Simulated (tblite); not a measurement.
Compound: C₅H₁₀SSi.
Numbering: `[CH3:1]/[CH:2]=[CH:3]/[CH:4]=[CH:5]/[S:6][SiH3:7]` (hydrogens: H8, H9, H10 on C1; H11 on C2; H12 on C3; H13 on C4; H14 on C5; H15, H16, H17 on Si7)

Computed with GFN2-xTB (tblite), gas phase: L-BFGS steps from a force-field or distance-geometry start until the largest atomic force falls under 0.01 eV/Å.

At the end of the run (lengths in Å): C5–S6 1.747, C1–H9 1.087, C1–H10 1.090, C4–H13 1.083, C3–C4 1.439, Si7–H16 1.452, S6–Si7 2.153, C3–C4–C5 123.3°, C1–C2–C3 124.8°, C4–C5–S6 127.4°, C2–C3–C4 123.4°, C1–C2–C3–C4 180°, C2–C3–C4–C5 179°, C3–C4–C5–S6 180°, H11–C2–C1–H8 -60°, H8–C1–C2–C3 120°.

Task: These geometries were met on the way; a selection of coordinates is given. Order them by energy above the end point, lowest first.
A. C5–S6 1.756, C1–H9 1.088, C1–H10 1.090, C4–H13 1.084, C3–C4 1.444, Si7–H16 1.452, S6–Si7 2.155, C3–C4–C5 122.1°, C1–C2–C3 123.6°, C4–C5–S6 127.4°, C2–C3–C4 124.8°, C1–C2–C3–C4 179°, C2–C3–C4–C5 -177°, C3–C4–C5–S6 -179°, H11–C2–C1–H8 -21°, H8–C1–C2–C3 161°
B. C5–S6 1.753, C1–H9 1.089, C1–H10 1.093, C4–H13 1.082, C3–C4 1.438, Si7–H16 1.451, S6–Si7 2.149, C3–C4–C5 123.1°, C1–C2–C3 125.2°, C4–C5–S6 126.5°, C2–C3–C4 122.8°, C1–C2–C3–C4 -177°, C2–C3–C4–C5 180°, C3–C4–C5–S6 -176°, H11–C2–C1–H8 -62°, H8–C1–C2–C3 117°
C. C5–S6 1.781, C1–H9 1.112, C1–H10 1.114, C4–H13 1.066, C3–C4 1.456, Si7–H16 1.467, S6–Si7 2.167, C3–C4–C5 116.1°, C1–C2–C3 118.7°, C4–C5–S6 123.1°, C2–C3–C4 122.3°, C1–C2–C3–C4 180°, C2–C3–C4–C5 180°, C3–C4–C5–S6 180°, H11–C2–C1–H8 -22°, H8–C1–C2–C3 159°
D. C5–S6 1.750, C1–H9 1.087, C1–H10 1.086, C4–H13 1.082, C3–C4 1.443, Si7–H16 1.453, S6–Si7 2.155, C3–C4–C5 122.9°, C1–C2–C3 124.7°, C4–C5–S6 127.6°, C2–C3–C4 124.5°, C1–C2–C3–C4 -178°, C2–C3–C4–C5 169°, C3–C4–C5–S6 -179°, H11–C2–C1–H8 -82°, H8–C1–C2–C3 96°
E. C5–S6 1.743, C1–H9 1.079, C1–H10 1.085, C4–H13 1.086, C3–C4 1.434, Si7–H16 1.450, S6–Si7 2.167, C3–C4–C5 121.3°, C1–C2–C3 118.9°, C4–C5–S6 125.8°, C2–C3–C4 125.7°, C1–C2–C3–C4 -179°, C2–C3–C4–C5 -179°, C3–C4–C5–S6 180°, H11–C2–C1–H8 -18°, H8–C1–C2–C3 160°

Result: D (0.055 eV), B (0.091 eV), A (0.149 eV), E (0.245 eV), C (0.396 eV).

```json
{"step": "79", "E above end (eV)": "0.055", "rms distance from the end, all atoms (Å)": "0.331", "largest force (eV/Å)": "0.118", "rms shift of all bonds from the end (Å)": "0.002"}
{"step": "56", "E above end (eV)": "0.091", "rms distance from the end, all atoms (Å)": "0.433", "largest force (eV/Å)": "0.099", "rms shift of all bonds from the end (Å)": "0.002"}
{"step": "19", "E above end (eV)": "0.149", "rms distance from the end, all atoms (Å)": "0.591", "largest force (eV/Å)": "0.135", "rms shift of all bonds from the end (Å)": "0.004"}
{"step": "3", "E above end (eV)": "0.245", "rms distance from the end, all atoms (Å)": "0.602", "largest force (eV/Å)": "0.383", "rms shift of all bonds from the end (Å)": "0.006"}
{"step": "0", "E above end (eV)": "0.396", "rms distance from the end, all atoms (Å)": "0.606", "largest force (eV/Å)": "1.894", "rms shift of all bonds from the end (Å)": "0.015"}
```

Rows stand in the order of the answer.
